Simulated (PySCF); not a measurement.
# From a computed spectrum to the compound

A species of 5 atoms with charge 3 has these harmonic modes (PBE0, small Gaussian bases with core potentials, PySCF 2.14.0):

| cm⁻¹ | km/mol | symmetry |
| --- | --- | --- |
| 410 | 9.1 | a1 |
| 710 | 73.5 | e |
| 710 | 73.5 | e |
| 1437 | 134.4 | a1 |
| 1561 | 73.9 | e |
| 1561 | 73.9 | e |
| 3230 | 413.1 | a1 |
| 3286 | 269.6 | e |
| 3286 | 269.6 | e |

Which species is it, and in which structure?

[Tb(NH3)]3+ (singlet in the valence; each metal's 4f electrons, 8 of them, lie in its core potential, out of spins and levels):
```xyz
5

Tb    0.0000    0.0000   -0.2330
N     0.0000    0.0000    2.0935
H     0.9417    0.0000    2.5531
H    -0.4709    0.8156    2.5531
H    -0.4708   -0.8156    2.5531
```
Ideal gas at 298.15 K and 1 bar: S = 277.0 J/(mol K), Cp = 47.0 J/(mol K), H − H(0 K) = 11.3 kJ/mol (rigid rotor, harmonic modes, spin degeneracy alone, that of the 4f electrons in the core included). An lcecp potential fixes the number of 4f electrons, so in runs with it no electron can move into or out of that shell.
 This is one of several that fit.
